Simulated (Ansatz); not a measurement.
H5ClGeSSi, singlet, geometry from GFN2-xTB; PBE/6-31G (Ansatz, a quantum-chemistry and plane-wave program).

Here is a job for Ansatz.
Ansatz 0.2 input:
```yaml
crystal:
  periodic: [false, false, false]
  atoms:
    - {symbol: Si, position_ang: [1.83535982, 0.31918301, -0.15006724]}
    - {symbol: Cl, position_ang: [1.10142356, 0.50361637, 1.72009035]}
    - {symbol: S, position_ang: [0.23556200, -0.21154978, -1.48396477]}
    - {symbol: Ge, position_ang: [-1.48923586, -0.29703168, -0.09889545]}
    - {symbol: H, position_ang: [2.80090431, -0.76690958, -0.17624481]}
    - {symbol: H, position_ang: [2.35498192, 1.60496968, -0.58515810]}
    - {symbol: H, position_ang: [-2.65209330, -0.66536646, -0.96729828]}
    - {symbol: H, position_ang: [-1.74207450, 1.03413500, 0.54283912]}
    - {symbol: H, position_ang: [-1.29440094, -1.34705878, 0.95335823]}
basis:
  gaussian:
    orbitals: 6-31G
hamiltonian:
  xc: pbe
```

Output, abridged:

```
Functional definition: PBE
830 factors; integrals over basis functions are off by at most 4.9e-4 eV
mean field evaluation 1: about -87799.3127 eV, gradient 2.3e1 eV
mean field evaluation 2: about -87798.3457 eV, gradient 3.0e1 eV
mean field evaluation 4: about -87800.7232 eV, gradient 1.9e0 eV
mean field evaluation 8: about -87800.7285 eV, gradient 1.1e-1 eV
mean field evaluation 16: about -87800.7285 eV, gradient 2.7e-5 eV
mean field -87800.72853776 eV, -3226.6172602915 hartree, gradient 2.7e-5 eV, S^2 0.000000; 0 other end points of the search recorded, 0 dependent functions left out
reference -87800.72858130 eV, -3226.6172618916 hartree; 42, 42 occupied and 36, 36 virtual orbitals, 830 factors
Total energy: -87800.72858130 eV, -3226.6172618916 hartree
```
